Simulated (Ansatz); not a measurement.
A geometry relaxed with Ansatz (a first-principles code) with B3LYP-D3(BJ)/def2-SVP, charge 0, multiplicity 1:

```xyz
29

C     -1.0376    -1.1899     1.1196
H     -2.5346     0.5602    -2.0356
H     -0.2082     0.2145    -3.0402
C      2.2607    -1.0410    -0.3056
H     -0.3271    -1.5181    -2.7199
H     -0.4904     0.0975     2.8083
Sn     0.2298    -0.2256    -0.3826
C      0.3032     1.9078     0.1034
H      4.1273    -0.9012     0.8443
C     -1.0754     2.5704     0.1545
H     -2.6479    -1.1767    -1.7081
H     -1.0136     3.6366     0.4353
H     -1.5874     2.5235    -0.8207
H     -1.7368     2.0810     0.8889
H     -2.0573    -0.7924     0.9859
C     -2.1850    -0.4293    -2.3732
C     -0.6576    -0.5291    -2.3614
H      0.9511     2.4001    -0.6406
H     -1.0886    -2.2643     0.8769
C     -0.5543    -0.9741     2.5556
H      2.7322    -0.8381    -1.2815
H      2.1716    -2.1371    -0.2246
C      3.1088    -0.4745     0.8359
H      2.6629    -0.6842     1.8221
H      3.2171     0.6199     0.7595
H     -2.6013    -0.5920    -3.3830
H      0.4483    -1.4031     2.7178
H     -1.2284    -1.4410     3.2953
H      0.8183     2.0005     1.0738
```

**Question.** Write the SMILES of this molecule.

**Answer.** `C[CH2][Sn]([CH2]C)([CH2]C)[CH2]C`
